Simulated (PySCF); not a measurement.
GeH3, SMILES [GeH3] (connectivity only; charge and spin as stated), charge +1, multiplicity 1.

Geometry optimised at r2SCAN-D4/def2-TZVPD. The spin state was assumed, not searched. The isomer is the one that the SMILES or the coordinates give; other isomers of the formula were not compared.

Two levels are set side by side: PBE/def2-TZVPD (PySCF) and M06-2X/def2-TZVPD (PySCF). Same geometry, gas phase. Differences are taken from unrounded values.

| quantity | M06-2X | PBE | PBE minus M06-2X |
|---|---|---|---|
| orbital gap (eV) | 9.25 | 4.91 | -4.34 |
| highest occupied level (eV) | -18.45 | -15.98 | 2.47 |
| lowest empty level (eV) | -9.21 | -11.08 | -1.87 |
| mean polarisability (bohr³) | 22.3 | 22.9 | 0.6 |

PBE's occupied levels lie high since its potential decays too fast outside the molecule; exact exchange lowers them and widens the gap. Differences between two approximate levels are no errors against the true value.

Rough cost on one machine, each run with all the roots and properties that it gave: M06-2X against PBE about 2 times.
